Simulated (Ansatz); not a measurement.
Coupled-cluster run, `[CH3][SbH][C](C)=O`.

```yaml
crystal:
  periodic: [false, false, false]
  atoms:
    - {symbol: C, position_ang: [-2.070863, 0.808468, 0.710292]}
    - {symbol: Sb, position_ang: [-0.991993, -1.015675, 0.358579]}
    - {symbol: C, position_ang: [0.697313, 0.069965, -0.632739]}
    - {symbol: C, position_ang: [1.961925, -0.710296, -0.844414]}
    - {symbol: O, position_ang: [0.558197, 1.203264, -0.994687]}
    - {symbol: H, position_ang: [-1.446377, 1.630103, 0.356326]}
    - {symbol: H, position_ang: [-3.005682, 0.788470, 0.152180]}
    - {symbol: H, position_ang: [-2.283670, 0.920613, 1.772272]}
    - {symbol: H, position_ang: [-0.130750, -0.986908, 1.838521]}
    - {symbol: H, position_ang: [2.738471, -0.078394, -1.278314]}
    - {symbol: H, position_ang: [1.750543, -1.552829, -1.509892]}
    - {symbol: H, position_ang: [2.299885, -1.132084, 0.105976]}
basis:
  gaussian: {orbitals: def2-TZVPP}
correlation: {method: ccsd_t}
```

```sh
$ ansatz run in.yaml --threads 4 --pin off --events-out ev --progress --plain --max-ram 10444MiB
```

Log, shortened:

```
Functional definition: HF
1767 factors; integrals over basis functions are off by at most 1.0e-3 eV
mean field evaluation 1: about -11746.1418 eV, gradient 4.5e1 eV
mean field evaluation 2: about -11746.4058 eV, gradient 4.5e1 eV
mean field evaluation 4: about -11751.1926 eV, gradient 6.1e0 eV
mean field evaluation 8: about -11751.3308 eV, gradient 6.2e-1 eV
mean field evaluation 16: about -11751.3340 eV, gradient 2.1e-6 eV
mean field -11751.33395996 eV, -431.8535576884 hartree, gradient 2.1e-6 eV, S^2 0.000000; 0 other end points of the search recorded, 0 dependent functions left out
8 core orbitals not correlated: weight in the atoms' cores, before any rotation towards them, 1.000 or more for the frozen orbitals, at most 0.000 for the correlated occupied ones
reference -11751.33395996 eV, -431.8535576884 hartree; 20, 20 occupied and 244, 244 virtual orbitals, 1767 factors
second order -29.88407537 eV of doubles, -0.00000000 eV of singles
cycle   1  -29.56978792 eV  change    3.1e-1 eV  update   1.4e-1
cycle   2  -30.35085021 eV  change   -7.8e-1 eV  update   4.5e-2
cycle   3  -30.55111888 eV  change   -2.0e-1 eV  update   2.7e-2
cycle   4  -30.54065782 eV  change    1.0e-2 eV  update   8.4e-3
cycle   5  -30.53314288 eV  change    7.5e-3 eV  update   4.5e-3
cycle   6  -30.53492755 eV  change   -1.8e-3 eV  update   1.6e-3
cycle   7  -30.53466376 eV  change    2.6e-4 eV  update   7.2e-4
cycle   8  -30.53428903 eV  change    3.7e-4 eV  update   2.5e-4
cycle   9  -30.53435464 eV  change   -6.6e-5 eV  update   1.1e-4
cycle  10  -30.53440544 eV  change   -5.1e-5 eV  update   4.8e-5
cycle  11  -30.53435068 eV  change    5.5e-5 eV  update   2.3e-5
cycle  12  -30.53438022 eV  change   -3.0e-5 eV  update   1.3e-5
perturbative correction -1.23092978 eV, -0.0452358351 hartree
Total energy: -11783.09926997 eV, -433.0209112997 hartree
```

Hardware: 4 threads of an Arm Neoverse V1 on a shared host. Wall time 7.9 min, peak host memory 8.2 GiB.

The correlation energy is -31.765 eV, 3.9 % of it from (T); the T1 diagnostic reads 0.0155.
